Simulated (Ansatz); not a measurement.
Reactions of `CC#C[S][GeH3]`.

Computed with Ansatz on PBE0-D4/def2-TZVP structures; ΔE is electronic, products minus reactants. CCSD(T)/CBS is the MP2 limit (def2-TZVPP, def2-QZVPP) plus CCSD(T) − MP2 in def2-TZVPP, frozen cores. This one scheme is used for every species. Functionals use def2-TZVPP. For Ge outer-core shells are correlated without core-valence functions, which leaves a few kJ/mol of doubt a bond. Scalar relativity is left out up to krypton. One conformer a species, not always the lowest.

```tsv
reaction	PBE-D4 (kJ/mol)	r2SCAN-D4 (kJ/mol)	PBE0-D4 (kJ/mol)	CCSD(T)/CBS(def2) (kJ/mol)
`CC#C[S][GeH3]` + `CCN[SiH2]Cl` → `CC[N]([GeH3])[SiH2]Cl` + `CC#CS`	50	49	50	39
`CC#C[S][GeH3]` + `BOC=C` → `BO[C](=C)[GeH3]` + `CC#CS`	72	73	74	67
`CC#C[S][GeH3]` + `O[Si](F)(Cl)Cl` → `F[Si](Cl)(Cl)[O][GeH3]` + `CC#CS`	16	10	13	5
`CC#C[S][GeH3]` + `F[SiH]1CN1` → `F[SiH]1C[N]1[GeH3]` + `CC#CS`	34	31	32	24
`CC#C[S][GeH3]` + `[SiH3]SS` → `S[S][GeH3]` + `CC#CS[SiH3]`	1	1	1	1
`CC#C[S][GeH3]` + `C=O` → `CC#CC=O` + `[SH][GeH3]`	-36	-40	-35	-33
`CC#C[S][GeH3]` + `BN` → `B[NH][GeH3]` + `CC#CS`	60	58	59	50
`CC#C[S][GeH3]` + `C=CC` → `C=CCC#CC` + `[SH][GeH3]`	2	0	-4	-9
`CC#C[S][GeH3]` + `[SiH3]N[SiH2]Cl` → `Cl[SiH2][NH][GeH3]` + `CC#CS[SiH3]`	33	35	34	32
`CC#C[S][GeH3]` + `SS` → `S[S][GeH3]` + `CC#CS`	4	4	4	4
```

Largest T1 diagnostic: 0.015, for `C=O`.
